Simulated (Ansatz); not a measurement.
C2H5NSi can be A, `[SiH3]C1=CN1`, or B, `C#CN[SiH3]`.

Computed with Ansatz on PBE0-D4/def2-TZVP structures; ΔE is electronic, products minus reactants. CBS: MP2 limit from def2 TZ/QZ plus the TZ coupled-cluster correction, frozen cores. Functionals use def2-TZVPP. B3LYP here is the variant with VWN-RPA as its local correlation; programs differ in this.

Question: Which isomer does CCSD(T)/CBS put lower? Give the gap. (Estimate.)

Answer: The calculation gave: B, by 43.7 kcal/mol.

Question: Give E(B) − E(A) in kcal/mol with MP2/def2-TZVPP, PBE-D4, B3LYP-D4, CCSD(T)/def2-TZVPP, ωB97M-V, CCSD/def2-TZVPP, LDA (SPW92). (Best estimate.)

Answer: Ansatz gave: MP2/def2-TZVPP -45.2, PBE-D4 -39.0, B3LYP-D4 -45.6, CCSD(T)/def2-TZVPP -43.6, ωB97M-V -44.1, CCSD/def2-TZVPP -45.3, LDA (SPW92) -41.1. None reverses the order clearly.

Question: Does the order hold for the free energy at 298.15 K (harmonic terms from PBE0-D4)? (Best estimate.)

Answer: The calculation gave: Yes: G(B) − G(A) = -44.2 kcal/mol.

Largest T1 diagnostic: 0.012.

From r2SCAN to r2SCAN0 (25 % exact exchange), in def2-TZVPP and without D4, E(B) − E(A) moves by −1.7 kcal/mol. Leaving LDA and LC-ωPBE aside and taking each functional with its dispersion term where it has one, the values, not all of them listed here, spread over 10.6 kcal/mol, from BHLYP-D4 to revPBE-D4. LDA lies −2.1 kcal/mol from PBE without D4.
